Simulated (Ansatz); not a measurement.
```xyz
14

C     0.4651   -0.6879   -1.8176
Si    1.1263    0.2615   -0.3477
C    -0.2624    0.8725    0.7742
C    -1.0837   -0.2464    1.3610
Cl   -2.3906    0.3570    2.4335
H    -0.2244   -0.0729   -2.4013
H     1.2804   -0.9958   -2.4762
H    -0.0667   -1.5893   -1.5038
H     1.9016    1.4461   -0.8087
H     2.0400   -0.6104    0.4449
H     0.1823    1.4699    1.5759
H    -0.9041    1.5474    0.1987
H    -1.5835   -0.8360    0.5927
H    -0.4803   -0.9155    1.9746
```

Total charge 0; spin multiplicity 1.

Q: List the PBE0/def2-TZVPP orbital energies in eV (the Gaussian-basis code of Ansatz). (Estimate.)

A: Computed: Occupied: -2767.03, -1802.39, -279.90, -278.25, -277.97, -258.85, -197.19, -196.97, -196.96, -144.74, -99.40, -99.39, -99.38, -23.94, -20.89, -19.77, -17.43, -14.33, -13.54, -12.17, -11.86, -11.61, -11.42, -10.77, -9.40, -9.24, -9.03, -8.31, -8.19. Lowest empty: 0.37, 0.89, 1.19, 1.69, 1.95, 2.22, 2.49, 2.79.
